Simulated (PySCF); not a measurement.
Two species compared at the same levels of theory.

First species: C₂H₁₁NO₃Si₃.
Numbering: `[CH3:1][C:2](=[O:3])[NH:4][SiH2:5][O:6][SiH2:7][O:8][SiH3:9]` (hydrogens: H10, H11, H12 on C1; H13 on N4; H14, H15 on Si5; H16, H17 on Si7; H18, H19, H20 on Si9)

Second species: BH2(OMe), CH5BO.
SMILES: `[H]B([H])OC`

Levels: CAM-B3LYP/def2-SVPD for HOMO energy, LUMO energy, HOMO–LUMO gap and static isotropic polarisability; TDDFT CAM-B3LYP/def2-SVPD for lowest singlet excitation; TDA CAM-B3LYP/def2-SVPD for lowest triplet excitation (Tamm–Dancoff); ΔSCF CAM-B3LYP/def2-SVPD for vertical ionisation energy. Geometries: PBE0-D3(BJ)/def2-SVP. Each structure is a single optimised conformer of the isolated species, non-relativistic unless stated; the electronic structure was computed with PySCF and density fitting.

Task: Which of the two has the higher S1 energy, and by how much?

Result: The second: 6.33 eV against 5.73 eV, a difference of 0.60 eV.

Task: Which has the higher static isotropic polarisability?

Result: The first: 116.2 au against 33.6 au, a difference of 82.6 au.

Task: Which of the two has the higher T1 energy, and by how much?

Result: The second: 5.74 eV against 5.26 eV, a difference of 0.48 eV.

Task: Which has the higher LUMO energy?

Result: The first: 0.78 eV against 0.67 eV, a difference of 0.11 eV.

Task: Which has the higher vertical ionisation energy?

Result: The second: 11.32 eV against 10.01 eV, a difference of 1.31 eV.

Task: Which of the two has the higher HOMO energy, and by how much?

Result: The first: -9.29 eV against -10.07 eV, a difference of 0.78 eV.

Task: Which has the higher HOMO–LUMO gap?

Result: The second: 10.74 eV against 10.07 eV, a difference of 0.67 eV.

On the first: In wavenumbers S1 is 46200 cm⁻¹ (1 eV = 8065.54 cm⁻¹). The polarisability is 17.22 Å³ as a volume (1 au = 0.148185 Å³), or 1.21 au for each of the 96 electrons.

On the second: The ΔSCF ionisation energy exceeds −ε(HOMO) by 1.25 eV with CAM-B3LYP. The principal polarisabilities are 27.6, 32.2 and 41.0 au; their mean is the isotropic value.
